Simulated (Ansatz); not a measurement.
Two isomers of F2H2NOTa: A = `[NH2][Ta](=[O])([F])[F]`, B = `[NH]=[Ta]([OH])([F])[F]`.

Calculated with Ansatz (gas phase, PBE0-D4/def2-TZVP geometries, no zero-point term in ΔE). CBS: MP2 limit from def2 TZ/QZ plus the TZ coupled-cluster correction, frozen cores. DFT in def2-TZVPP. B3LYP here is the variant with VWN-RPA as its local correlation; programs differ in this. Elements past krypton have def2 core potentials. For Ta outer-core shells are correlated without core-valence functions, which leaves a few kJ/mol of doubt a bond. Each species was taken in one conformer, which may not be the lowest.

**Question.** Which is lower in electronic energy at CCSD(T)/CBS, and by how much? (Estimate.)

**Answer.** The calculation gave: A, by 12.9 kcal/mol.

**Question.** Give E(B) − E(A) in kcal/mol with B3LYP-D4, ωB97M-V, MP2/def2-TZVPP, B3LYP, CCSD/def2-TZVPP, BLYP-D4, r2SCAN-D4. (Best estimate.)

**Answer.** The calculation gave: B3LYP-D4 13.8, ωB97M-V 13.2, MP2/def2-TZVPP 15.5, B3LYP 13.8, CCSD/def2-TZVPP 12.8, BLYP-D4 14.9, r2SCAN-D4 14.6. None reverses the order clearly.

**Question.** Does the order hold for the free energy at 298.15 K (harmonic terms from PBE0-D4)? (An estimate is asked.)

**Answer.** The calculation gave: Yes: G(B) − G(A) = +12.1 kcal/mol, for one conformer each.

Largest T1 diagnostic: 0.020.

Leaving LDA and LC-ωPBE aside and taking each functional with its dispersion term where it has one, the values, not all of them listed here, spread over 3.0 kcal/mol, from BHLYP-D4 to revPBE-D4. LDA lies −1.4 kcal/mol from PBE without D4. From PBE to PBE0 (25 % exact exchange), in def2-TZVPP and without D4, E(B) − E(A) moves by −1.3 kcal/mol.
